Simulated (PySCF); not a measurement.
## Radial density of Tc²⁺ (technetium, charge +2)

UHF, [Kr] 4d4 5p1, one real determinant (an excited configuration). Computed with PySCF 2.14 in x2c-QZVPPall (13s8p7d4f2g, 118 functions), with scalar relativity by spin-free X2C-1e.

```
r (bohr)  4πr²ρ (e/bohr)  4πr²(ρα − ρβ)
  0.0340           50.46         0.0005
  0.0572           47.87         0.0109
  0.0962           66.73         0.0893
   0.162           51.19         0.4230
   0.272           48.35         0.6982
   0.458           37.51         0.0285
   0.770           12.20         1.1918
    1.29           9.755         3.0666
    2.18           1.839         1.3481
    3.66          0.3494         0.3475
    6.16         0.03593         0.0359
    10.4       0.0001138         0.0001
```

Densities and radii are taken from the X2C orbitals without a picture-change correction, which distorts them close to the nucleus.

⟨L²⟩ = 8.03 against 12 for a pure F term, so this real determinant mixes terms.
